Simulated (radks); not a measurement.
Problem. Calculated with a radial shooting solver on a logarithmic mesh with Libxc functionals: scalar-relativistic Kohn-Sham, BLYP, spin-polarised, spherical densities, finite nucleus; open shells are filled with parallel spins first (spin-orbit coupling, left out, can overturn this in heavy ions); Fermi nuclear charge, rms radius of each element as measured or else 0.836 A^(1/3) + 0.57 fm. Each species is in its NIST ground configuration. Rank Te4+, Ru4+, Nb4+, Xe4+, In4+, Tc4+, Rb4+, Zr4+, Pd4+, Sr4+, Sb4+, Mo4+, Sn4+, Rh4+, I4+, Ag4+, Cd4+ by Delta-SCF ionisation energy (eV), largest first.

Solution. Zr4+ 80.439, Sn4+ 76.632, In4+ 73.324, Sr4+ 70.227, Cd4+ 69.960, Rb4+ 68.874, Ag4+ 66.536, Rh4+ 63.958, Pd4+ 63.061, Ru4+ 60.709, Te4+ 58.972, Tc4+ 57.387, Sb4+ 55.967, Xe4+ 54.078, Mo4+ 53.969, Nb4+ 50.421, I4+ 50.388.
